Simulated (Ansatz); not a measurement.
Relaxation of F$_{2}$GeH$_{4}$O (8 atoms, charge 0, multiplicity 1), to a largest force component of 0.03 eV/Å in at most 50 steps.

Computed with RKS PBE/def2-SVP in Ansatz 0.2.0.

```xyz
8
Properties=species:S:1:pos:R:3
Ge -0.159 0.255 0.052
O -0.151 0.288 1.824
H -0.689 -0.452 2.178
F 1.489 0.250 -0.508
H -0.874 1.448 -0.603
F -0.913 -1.233 -0.472
H 1.085 -2.008 1.017
H 1.080 -1.540 1.565
```

Q: Where does it end, and by what steps?

A: It converged. The force dipped under the threshold on the way, but the program's further checks kept it going. After 24 steps the energy has fallen by 0.281 eV; H7 moved furthest, 1.15 Å.

| step | energy less start (eV) | largest force component (eV/Å) | accepted |
| --- | --- | --- | --- |
| 0 | 0.0000 | 1.441 | yes |
| 1 | -0.1375 | 0.199 | yes |
| 2 | -0.1809 | 0.270 | yes |
| 3 | -0.1927 | 0.281 | yes |
| 4 | -0.2086 | 0.716 | yes |
| 5 | -0.2238 | 0.310 | yes |
| 6 | -0.2274 | 0.688 | yes |
| 7 | -0.2415 | 0.292 | yes |
| 8 | -0.2489 | 0.099 | yes |
| 9 | -0.2556 | 0.041 | yes |
| 10 | -0.1462 | 1.482 | no |
| 11 | -0.2626 | 0.084 | yes |
| 12 | -0.2661 | 0.225 | yes |
| 13 | -0.2588 | 0.669 | no |
| 14 | -0.2698 | 0.105 | yes |
| 15 | -0.2730 | 0.073 | yes |
| 16 | -0.2733 | 0.070 | yes |
| 17 | -0.2673 | 0.551 | no |
| 18 | -0.2759 | 0.029 | yes |
| 19 | -0.2770 | 0.183 | yes |
| 20 | -0.2788 | 0.071 | yes |
| 21 | -0.2801 | 0.040 | yes |
| 22 | -0.2805 | 0.050 | yes |
| 23 | -0.2807 | 0.037 | yes |
| 24 | -0.2809 | 0.017 | yes |

```xyz
8
Properties=species:S:1:pos:R:3
Ge -0.422 0.404 -0.071
O -0.732 0.240 1.659
H -0.450 -0.636 1.988
F 1.199 -0.170 -0.406
H -0.621 1.852 -0.528
F -1.436 -0.693 -0.975
H 1.654 -2.241 1.988
H 1.676 -1.747 1.398
```

Whether the end is a true minimum wasn't checked by a vibrational analysis.

Run time: 34 s on 2 threads of Arm Neoverse V2 (shared host), peak memory 0.13 GiB.
